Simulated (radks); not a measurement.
Problem. These are the eigenvalues of the occupied orbitals of an atom or ion with whole-number occupations (eV). Method: non-relativistic Kohn-Sham, PBE, spin-polarised, spherical densities, point nucleus; computed with a radial shooting solver on a logarithmic mesh with Libxc functionals.

orbital  eigenvalue
1s down   -7517.685
1s up     -7517.680
2s up     -884.3207
2s down   -883.3401
2p up     -767.8937
2p down   -767.1667
3s up     -102.6199
3s down   -100.5509
3p up      -67.9690
3p down    -65.9337
3d up      -11.9267
3d down    -10.1344
5f up       -0.4052

Which element is it, and in what charge state? The configuration may be excited. Open shells, if any, are filled with parallel spins first.

Solution. Z = 27, cobalt, charge 0: Co in [Ar] 3d8 5f1. The list shows which subshells hold electrons but not how many an open one holds; the 1s level, -276.27 hartree, gives Z - s = 23.5 by -(Z - s)^2/2, which with screening narrows Z to a few neighbours, and the depths of the outer levels then fix element, charge and occupations together.
